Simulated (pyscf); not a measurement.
PySCF, gas phase, ωB97X-D3(BJ)/def2-SVP geometries.

**Question.** What is the homolytic dissociation enthalpy (298 K, ωB97M-D3(BJ)/def2-TZVP) of the Si–Si bond of F–Si(SiH₃)(SiH₃)–SiH₂–Cl, to F–Si•(SiH₃)–SiH₃ + •H₂Si–Cl?

**Answer.** Si–Si to F–Si•(SiH₃)–SiH₃ + •H₂Si–Cl: 72.6 kcal/mol. The 7 functionals that were run give +65.3 (PBE) to +77.3 kcal/mol (ωB97X-D3(BJ)). Other isomers of F–Si•(SiH₃)–SiH₃ were not searched in full and may lie lower.
